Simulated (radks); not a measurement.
Problem. Valence configurations of Zn3+ (all share [Ar]). Calculated with a radial shooting solver on a logarithmic mesh with Libxc functionals: Dirac Kohn-Sham, PBEsol, spin-unpolarised, spherical densities, finite nucleus; open shells fill j = l - 1/2 first; Fermi nuclear charge, rms radius 3.9283 fm. Order these by energy: 3d8.5 4p0.5; 3d9; 3d8 4p1; 3d7.5 4s1.5; 3d7.5 4p1.5; 3d8.5 4s0.5; 3d7 4s2; 3d8 4s1; 3d7 4s1 4p1; 3d7 4p2.

Solution. From the lowest, in eV above it: 3d9 0.000; 3d8.5 4s0.5 8.261; 3d8.5 4p0.5 12.749; 3d8 4s1 17.882; 3d8 4p1 27.138; 3d7.5 4s1.5 28.956; 3d7 4s2 41.588; 3d7.5 4p1.5 43.269; 3d7 4s1 4p1 51.392; 3d7 4p2 61.250. NIST lists [Ar] 3d9 as the ground configuration; this level of theory agrees among the configurations tried. The energies are those of spherical spin-averaged densities, not of single terms.
